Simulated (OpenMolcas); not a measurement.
# V2+: ligand-field states by method

V2+ with its 6 nearest fluoride ions at 2.127 Å, on the Y site of Cs2NaYF6 (a = 9.075 Å, distance in the model lattice 2.178 Å). The rest of the host is ab initio model potentials to 7.6 Å, with orthogonalisation functions on the cations behind the ligands, and point charges beyond; the distance is set by hand and nothing relaxes, and no local charge compensation is placed. Ligand basis ANO-RCC-VDZP.
```
V     0.0000    0.0000    0.0000
F     2.1270    0.0000    0.0000
F     0.0000    2.1270    0.0000
F    -2.1270    0.0000    0.0000
F     0.0000   -2.1270    0.0000
F     0.0000    0.0000    2.1270
F     0.0000    0.0000   -2.1270
```

```yaml
Program: OpenMolcas
Basis: ANO-RCC-VTZP [6s5p3d2f1g]
Scalar_Hamiltonian: DKH2, point nucleus
Active_space: 3 electrons in 5 orbitals (3d)
State_averaging: 2S+1 = 4 even, 10 roots; 2S+1 = 2 even, 40 roots
Spin-orbit_coupling: state interaction with AMFI integrals over the reference wave functions
```

I. CASSCF
II. SS-CASPT2, IPEA 0.25 Eh, imaginary shift 0.1 Eh (closed shells correlated: 3s 3p and the ligand valence shells)

Spin-free states (labels of O, the rotations of Oh) in cm-1, each column counted from its own energy of the first state listed:

```
State  Degeneracy      I     II
  4A2           1      0      0
  4T2           3   9739  10560
  4T1           3  16164  16150
   2E           2  16636  13050
  2T1           3  17458  13850
  2T2           3  22917  18250
  2A1           1  23883  20430
  2T2           3  26904  24210
  2T1           3  27544  24590
  4T1           3  27604  25250
   2E           2  29311  25180
  2T1           3  32808  28950
  2T1           3  37412  35980
  2T2           3  37941  35340
  2A2           1  42586  36020
  2T2           3  43677  37370
   2E           2  44592  42050
  2T1           3  48615  43590
   2E           2  64590  55460
  2T2           3  67737  60060
```

From I to II, I's first state of the same spin (4T2) moves from 9739 to 10560 cm-1, by about +820 cm-1.

From I to II, I's first state of another spin (2E) moves from 16636 to 13050 cm-1, by about -3600 cm-1.

χT at 300 K: I 1.85, II 1.85 cm3 K/mol.

Roots that are degenerate in the reference are averaged as groups; the widest CASPT2 spread within a group is 380 cm-1 (the 3-fold group of multiplicity 4 near 16200 cm-1 above the lowest state of its run, II). Shifts and gaps below about the spread of the groups concerned are not significant. Over all roots computed the reference weight is 0.72 to 0.73 in II; a low but even weight reflects the number of correlated electrons. Ligand-to-metal charge-transfer states are missing. With no ligand orbital active B as a rule stays too high, so bands that hang on it stand too high and its fall with covalency is understated. Without dynamic correlation the repulsion within the d shell is too large (B by tens of per cent), so at a given field states of lower spin stand too high (holds for I). With metal d orbitals alone and no dynamic correlation 10Dq can be off by a tenth to a fifth, either way, in oxide and fluoride hosts (holds for I). These CASPT2 states fit no ligand-field parameters well, so their order and spin gaps are uncertain (holds for II). With one d shell and no ligand orbital active, 10Dq can be off by tens of per cent for divalent 3d ions, low with halides held by bare charges and at times high in hosts (holds for II). Free-ion shares, where given, are those of the reference states; single-state CASPT2 does not remix them (holds for II). No measured value stands beside these numbers; the geometry was set by hand and not optimised.
